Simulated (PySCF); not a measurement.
PySCF input:

```python
from pyscf import gto, scf, dft

mol = gto.M(
    atom='''
    Ge   -0.00000000   -0.00000000   -0.37348732
    O     0.00000000    0.00000000    1.49394926
    ''',
    basis='def2-tzvpd',
    charge=0,
    spin=2,
    symmetry='C2v',
    verbose=4,
)

mf = dft.UKS(mol, xc='mn15').density_fit(auxbasis='def2-universal-jkfit')
mf.grids.level = 4
mf.conv_tol = 1e-9
mf.max_cycle = 100
mf.max_memory = 1500
mf.kernel()
if not mf.converged:
    mf = mf.newton()
    mf.kernel(mf.make_rdm1())
mf.analyze()
```

Problem. Which total energy does the run end on?

Solution. -2152.35536 Eh (MN15/def2-TZVPD).

This is an excited triplet: at this geometry the singlet lies 2.74 eV lower at CCSD(T)/CBS(aug-cc-pVTZ,aug-cc-pVQZ).
